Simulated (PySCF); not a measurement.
# How the method changes the shape and vibrations of H3NSi2

These are calculations, not measurements. They come from PySCF 2.14.0, an open-source quantum chemistry program, on an isolated molecule that a program drew, which may never have been made. The molecule is H3NSi2 (charge 0, singlet), drawn as the SMILES string `[SiH]N=[SiH2]`.

The geometry was optimised and harmonic frequencies were computed with HF and MP2, all in the cc-pV(D+d)Z basis, for the commonest isotopes, with a restricted reference for singlets and an unrestricted one otherwise, and a frozen core in MP2. Each result is a local minimum of its method.

Geometry at the HF minimum:
```xyz
6
H3NSi2, angstrom
Si    1.5479    1.1102    0.0169
N     0.2892    0.0170    0.2576
Si   -0.9585   -0.8634    0.5937
H     2.4115    0.2585   -0.9143
H    -1.0235   -1.7875    1.7359
H    -2.1974   -0.8626   -0.1985
```

Lengths of the bonds as drawn, in Å (atoms numbered as above):
```
  bond     HF    MP2
Si1-N2  1.684  1.706
N2-Si3  1.564  1.606
Si1-H4  1.529  1.528
Si3-H5  1.471  1.475
Si3-H6  1.471  1.475
```

Rotational constants, in GHz:
| constant | HF | MP2 |
|---|---|---|
| A | 96.45 | 93.67 |
| B | 3.065 | 2.961 |
| C | 3.05 | 2.948 |

Harmonic frequencies in cm^-1, each column in rising order, so a row needn't be the same motion in every method:
| rank | HF | MP2 |
|---|---|---|
| 1 | 135 | 120 |
| 2 | 208 | 190 |
| 3 | 388 | 454 |
| 4 | 617 | 564 |
| 5 | 720 | 576 |
| 6 | 752 | 693 |
| 7 | 921 | 849 |
| 8 | 1082 | ? |
| 9 | 1434 | 1283 |
| 10 | 2050 | 2048 |
| 11 | 2370 | 2313 |
| 12 | 2371 | 2329 |

**Estimate the missing MP2 frequency from the HF column.**

A single factor s that minimises the squared misfit of MP2 against s times HF over the other rows is sum(HF x MP2) / sum(HF^2) = 0.9659, with an rms misfit of 62 cm^-1. For rank 8 it gives 0.9659 x 1082 = 1045 cm^-1. The calculation gives 1015 cm^-1, 30 cm^-1 below the estimate. The drawn bonds are on average 0.9 % longer in MP2 than in HF.
